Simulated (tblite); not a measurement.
Compound: C₈H₉ (doublet state).
Atom-mapped SMILES: `[CH2:1]=[CH:2][CH2:3][C:4]1[CH:5]=[CH:6][CH:7]=[CH:8]1` (hydrogens: H9, H10 on C1; H11 on C2; H12, H13 on C3; H14 on C5; H15 on C6; H16 on C7; H17 on C8)

Geometry (GFN2-xTB, Å), atoms numbered from 1 in this order:
```xyz
17
C8H9 angstrom
C      2.5893   -0.4956   -1.0886
C      1.8503   -0.4993    0.0036
C      0.5511   -1.2519    0.1427
C     -0.5324   -0.2455    0.2345
C     -1.0020    0.3754    1.4267
C     -1.9671    1.2729    1.0807
C     -2.1168    1.2406   -0.3674
C     -1.2405    0.3243   -0.8639
H      2.3150   -1.0601   -1.9647
H      3.5077    0.0634   -1.1502
H      2.1347    0.0830    0.8692
H      0.4067   -1.8964   -0.7259
H      0.5815   -1.8575    1.0523
H     -0.6503    0.1483    2.4157
H     -2.5337    1.9053    1.7391
H     -2.8081    1.8488   -0.9208
H     -1.0923    0.0562   -1.8929
```

Computed geometry: GFN2-xTB, gas phase. This method treats the open shell by occupation alone, without spin polarisation.

Take the most abundant isotopes and a rigid rotor. The values belong to one conformer with, in the numbering `[CH2:1]=[CH:2][CH2:3][C:4]1[CH:5]=[CH:6][CH:7]=[CH:8]1`, C1–C2–C3–C4 -112°, C2–C3–C4–C5 -88°.

**Question.** What are A, B and C (MHz)?

**Answer.** Ia = 99.35, Ib = 389.60, Ic = 431.34 u·Å²; 505379 MHz·u·Å²/I gives A = 5087, B = 1297, C = 1172 MHz.

**Question.** What kind of rotor is it?

**Answer.** A near-prolate asymmetric top; Ray's κ = -0.936.

**Question.** What does the inertial defect say?

**Answer.** Not planar: Δ = Ic − Ia − Ib = -57.61 u·Å². For a rigid frame Δ = −2 Σ m c², so Σ m c² = 28.81 u·Å² lies off the ab plane: 8.87 from hydrogen and 19.94 from heavier atoms. The atom farthest from that plane is 1.62 Å away.

**Question.** Give the other two planar moments, Paa and Pbb, and the rms extents of the mass along the axes.

**Answer.** Paa = Σ m a² = (Ib + Ic − Ia)/2 = 360.79 and Pbb = Σ m b² = (Ia + Ic − Ib)/2 = 70.54 u·Å². With the mass M = 105.07 u, the rms extents √(P/M) along a, b and c are 1.85, 0.82, 0.52 Å.

**Question.** Where do the levels up to J = 4 lie, in cm⁻¹?

**Answer.** Above 0(0,0):
J = 1: 1(0,1) 0.0824, 1(1,1) 0.2088, 1(1,0) 0.2130
J = 2: 2(0,2) 0.2470, 2(1,2) 0.3693, 2(1,1) 0.3818, 2(2,1) 0.7611, 2(2,0) 0.7612
J = 3: 3(0,3) 0.4936, 3(1,3) 0.6100, 3(1,2) 0.6351, 3(2,2) 1.0081, 3(2,1) 1.0087, 3(3,1) 1.6508, 3(3,0) 1.6508
J = 4: 4(0,4) 0.8220, 4(1,4) 0.9308, 4(1,3) 0.9727, 4(2,3) 1.3375, 4(2,2) 1.3390, 4(3,2) 1.9804, 4(3,1) 1.9804, 4(4,1) 2.8797, 4(4,0) 2.8797
Those of J = 1 are B + C, A + C and A + B.

**Question.** Estimate the classical rotational partition function at 100 K, 298.15 K and 500 K.

**Answer.** Point group C1, symmetry number σ = 1; q = (√π/σ)·√((kT/h)³/(ABC)), k/h = 20836.6 MHz/K: 60600 at 100 K, 312000 at 298.15 K, 678000 at 500 K.

For this open shell read J as N, the rotation without spin; fine and hyperfine splittings come on top. Its GFN2-xTB frequencies are all real (lowest 24 cm⁻¹). No vibrational averaging or centrifugal distortion is included, and the geometry carries the error of its method.
